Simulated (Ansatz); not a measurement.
Computed with Ansatz on PBE0-D4/def2-TZVP structures; ΔE is electronic, products minus reactants. CBS: MP2 limit from def2 TZ/QZ plus the TZ coupled-cluster correction, frozen cores. DFT in def2-TZVPP. B3LYP here is the variant with VWN-RPA as its local correlation; programs differ in this. For Ga outer-core shells are correlated without core-valence functions, which leaves a few kJ/mol of doubt a bond. Scalar relativity is left out up to krypton. One conformer a species, not always the lowest.

`CC(C)(C)[CH2][Ga]([F])[F]` + `C#CCCCC` → `C#[C][Ga]([F])[F]` + `CCCCCC(C)(C)C`  (formal exchange of groups at a Ga–C bond)

```tsv
level	ΔE (eV)
PBE-D4	0.21
PBE0-D4	0.15
B2PLYP	0.09
PBE	0.23
r2SCAN	0.15
B3LYP	0.17
CCSD/def2-TZVPP	-0.03
HF/CBS(def2)	-0.05
```

(1) What does CCSD(T)/CBS give? (An estimate is asked.)

Largest T1 diagnostic among the species: 0.015.

## Answers

(1) The calculation gave: +0.06 eV. The listed levels differ from it by 0.15, 0.09, 0.03, 0.17, 0.09, 0.11, -0.09, -0.11 eV.

From PBE to PBE0 (25 % exact exchange), in def2-TZVPP and without D4, ΔE moves by −0.06 eV.
